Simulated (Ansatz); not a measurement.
Tl2H2⁻. Total charge -1; doublet. Geometry r2SCAN-D4/def2-TZVPD.

```xyz
4

Tl    0.280   -0.176    0.882
Tl    0.436    2.011   -1.013
H    -0.388    0.077   -1.131
H    -0.328   -1.911    1.263
```

In the def2 sets Tl takes a core potential; there is no spin–orbit coupling. At PBE-D4/def2-TZVPD, r2SCAN-D4/def2-TZVPD, PBE0-D4/def2-TZVPD the highest occupied level of the charge -1 doublet lies above zero (up to 0.96 eV). The electron is either unbound and held by the finite basis, or the level is raised by self-interaction error. Another isomer (doublet) lies 0.32 eV lower at PBE0-D4/def2-TZVPD; other spin states weren't run for this one.

Problem. Estimate the α-spin orbital energies around the gap (eV) in Ansatz with HF/def2-TZVPD, PBE-D4/def2-TZVPD, r2SCAN-D4/def2-TZVPD, PBE0-D4/def2-TZVPD, CAM-B3LYP-D4/def2-TZVPD.

Solution. 
```csv
orbital,HF/def2-TZVPD,PBE-D4/def2-TZVPD,r2SCAN-D4/def2-TZVPD,PBE0-D4/def2-TZVPD,CAM-B3LYP-D4/def2-TZVPD
HOMO−9,-18.04,-10.42,-10.98,-12.50,-13.92
HOMO−8,-18.02,-10.39,-10.95,-12.47,-13.89
HOMO−7,-17.91,-10.33,-10.88,-12.40,-13.83
HOMO−6,-17.86,-10.30,-10.84,-12.36,-13.78
HOMO−5,-17.63,-10.12,-10.67,-12.17,-13.59
HOMO−4,-11.19,-6.44,-6.84,-7.85,-9.43
HOMO−3,-7.97,-4.38,-4.67,-5.47,-6.82
HOMO−2,-4.28,-1.27,-1.47,-2.17,-3.31
HOMO−1,-3.07,-0.53,-0.69,-1.30,-2.36
HOMO,-0.86,0.96,0.73,0.39,-0.39
LUMO,3.55,2.15,2.39,2.61,3.08
LUMO+1,4.18,2.46,2.56,2.88,3.44
LUMO+2,4.37,2.50,3.02,2.91,3.54
LUMO+3,4.53,2.75,3.18,3.15,3.71
LUMO+4,5.10,3.49,3.96,3.90,4.46
LUMO+5,5.38,3.72,4.22,4.17,4.72
β HOMO,-3.01,-0.44,-0.62,-1.21,-2.28
β LUMO,3.58,1.53,1.86,2.17,2.82
```
